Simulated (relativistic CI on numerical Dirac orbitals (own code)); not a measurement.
## Ni⁴⁺ in a cubic cluster: L2,3 absorption with charge transfer

Computed with a charge-transfer multiplet model of a cubic metal-ligand cluster with up to 2 ligand holes, Slater and spin-orbit integrals from Dirac-Coulomb-Breit ions, Slater integrals scaled by 0.9. The ground state mixes d6 with configurations of k ligand holes L, whose averages lie at kΔ + k(k − 1)U_dd/2; a core hole lowers each added d electron by U_cd. 20 K, Lorentzian 0.4 eV and Gaussian 0.3 eV FWHM.

Atomic integrals in eV (Slater integrals scaled, ζ unscaled), ground: F2dd 12.773, F4dd 8.015, zeta_d 0.099; with the core hole: F2dd 13.428, F4dd 8.428, zeta_d 0.124, zeta_core 11.400, F2cd 8.116, G1cd 6.273, G3cd 3.570.

Cluster parameters (eV): Δ = -0.3, U_dd = 6.1, U_cd = 6.8, 10Dq = 1.9, 10Dq(ligand) = 0.8, final-state hopping factor = 1.

| Case | n_d | d6 | d7L | d8L2 | S |
| --- | --- | --- | --- | --- | --- |
| V(eg) = 2.75 eV, V(t2g) = -1.19 eV | 6.83 | 0.31 | 0.55 | 0.14 | 0.04 |
| V(eg) = 3.35 eV, V(t2g) = -1.45 eV | 6.86 | 0.29 | 0.55 | 0.16 | 0.03 |
| V(eg) = 3.65 eV, V(t2g) = -1.58 eV | 6.88 | 0.29 | 0.55 | 0.17 | 0.02 |
| V(eg) = 4.25 eV, V(t2g) = -1.84 eV | 6.90 | 0.28 | 0.54 | 0.18 | 0.02 |
| V(eg) = 4.55 eV, V(t2g) = -1.97 eV | 6.91 | 0.27 | 0.54 | 0.19 | 0.02 |

Weights, n_d and S are thermal averages at 20 K. Photon energies count from the first peak over 30 % of the highest in each spectrum, which can be another peak from case to case. The parameters are a model scan and need not match a compound or its usual spin state. Peaks in eV (height, largest 100):
- V(eg) = 2.75 eV, V(t2g) = -1.19 eV: 0.0 (100), 1.9 (9), 2.7 (18), 4.0 (14), 17.0 (64), 19.2 (11)
- V(eg) = 3.35 eV, V(t2g) = -1.45 eV: 0.0 (100), 1.3 (11), 3.1 (13), 5.0 (8), 17.2 (61), 19.3 (8)
- V(eg) = 3.65 eV, V(t2g) = -1.58 eV: 0.0 (100), 1.5 (9), 3.2 (11), 5.4 (7), 17.2 (59), 19.4 (7)
- V(eg) = 4.25 eV, V(t2g) = -1.84 eV: 0.0 (100), 1.9 (6), 3.4 (8), 17.1 (53)
- V(eg) = 4.55 eV, V(t2g) = -1.97 eV: 0.0 (100), 2.1 (5), 3.5 (8), 17.2 (53)

Curve for V(eg) = 4.25 eV, V(t2g) = -1.84 eV (points under 2 left out, the grid thinned):

| E (eV) | Intensity |
| --- | --- |
| -2.4 | 2.0 |
| -2.1 | 3.7 |
| -1.8 | 3.1 |
| -1.6 | 2.8 |
| -1.3 | 3.7 |
| -1.0 | 6.0 |
| -0.7 | 12.6 |
| -0.4 | 37.3 |
| -0.1 | 96.9 |
| 0.1 | 85.6 |
| 0.4 | 31.5 |
| 0.7 | 16.7 |
| 1.0 | 8.8 |
| 1.3 | 6.2 |
| 1.5 | 5.7 |
| 1.8 | 6.2 |
| 2.1 | 4.8 |
| 2.4 | 3.0 |
| 2.7 | 2.9 |
| 3.0 | 5.2 |
| 3.2 | 7.6 |
| 3.5 | 7.7 |
| 3.8 | 5.4 |
| 4.1 | 3.1 |
| 6.0 | 3.0 |
| 6.2 | 4.2 |
| 6.5 | 3.7 |
| 6.8 | 2.3 |
| 15.9 | 2.7 |
| 16.2 | 4.6 |
| 16.5 | 10.0 |
| 16.7 | 19.6 |
| 17.0 | 47.6 |
| 17.3 | 42.0 |
| 17.6 | 14.1 |
| 17.9 | 5.8 |
| 18.1 | 4.0 |
| 18.4 | 2.6 |
| 18.7 | 2.1 |
| 19.0 | 2.1 |
| 19.3 | 3.2 |
| 19.6 | 4.8 |
| 19.8 | 4.6 |
| 20.1 | 3.2 |
| 20.4 | 2.1 |

For the case V(eg) = 3.65 eV, V(t2g) = -1.58 eV, Δ = -0.3 eV is smaller than U_dd = 6.1 eV, the charge-transfer side of the Zaanen-Sawatzky-Allen scheme (negative Δ: between configuration averages a ligand hole costs less than the nominal valence; multiplet and field energies can change this for the lowest states). With the core hole the configuration with one ligand hole lies at Δ + U_dd − U_cd = -1.0 eV from the one without, against Δ in the ground state.

With at most 2 ligand holes the space is cut while the next configuration still counts, so covalency is underestimated, and a final configuration with one more ligand hole, which can lie low, is missing from the spectra.
